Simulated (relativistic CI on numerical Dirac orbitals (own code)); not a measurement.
Hyperfine structure of Ag22+, mass number 107

Computed by Dirac-Coulomb-Breit CI, separate exchange-only KLI orbitals for each configuration, model QED (radiative potential, 1s self-energy scaled to tabulated hydrogen-like ionisation energies), unscaled Slater integrals (own radial code, finite nucleus).

CI space (outside the closed core [Ne]): 3s²3p⁶3d⁷, 3s²3p⁵3d⁸, 3s²3p⁴3d⁹, 3s3p⁶3d⁸, 3p⁶3d⁹, 3s3p⁵3d⁹, 3s²3p⁶3d⁶4s, 3s²3p⁶3d⁶4p, 3s²3p⁶3d⁶4d, 3s²3p⁴3d⁸4s, 3s²3p⁶3d⁶4f, 3s²3p⁵3d⁷4s, 3s²3p⁴3d⁸4p, 3s²3p⁶3d⁵4s², 3s²3p⁵3d⁷4p, 3s²3p⁶3d⁶5s. Levels of other configurations are missing.

Nuclear spin I = 1/2, μ = -0.11352 μN (tables of Stone and Pyykkö). The electronic factors are computed for point nuclear moments, without core polarisation or the Bohr-Weisskopf and QED corrections.

```csv
Level,E (eV),A (MHz)
3s²3p⁶3d⁷ ⁴F9/2,0.0000,-1500
3s²3p⁶3d⁷ ⁴F7/2,5.3694,-1667
3s²3p⁶3d⁷ ⁴F5/2,6.4962,-1807
3s²3p⁶3d⁷ ⁴P5/2,10.9218,-833.1
3s²3p⁶3d⁷ ²G9/2,11.1998,-1965
3s²3p⁶3d⁷ ⁴P1/2,12.7571,1014
3s²3p⁶3d⁷ ²H11/2,15.1351,-2165
3s²3p⁶3d⁷ ²G7/2,15.2425,-2600
```

Levels with J = 0, under 50 % of one LS term, or S terms without an open s electron are left out. Small factors come from cancelling terms and can be off by tens of per cent or more.

At this charge energies of transitions that change n are usually good to better than 1 %, and those within a shell (Δn = 0) to a few per cent. Terms inside the open d or f shell come out 10 to 20 % too wide with unscaled integrals.

Give the hyperfine levels of 3s²3p⁶3d⁷ ⁴F9/2 relative to its centre of gravity.

With K = F(F + 1) − I(I + 1) − J(J + 1), E = AK/2: F = 4: 4126, F = 5: -3376 MHz.

LS names give the leading component of a level, which can be under half, so a name can repeat, a term be missing and a line seem to break the LS rules.
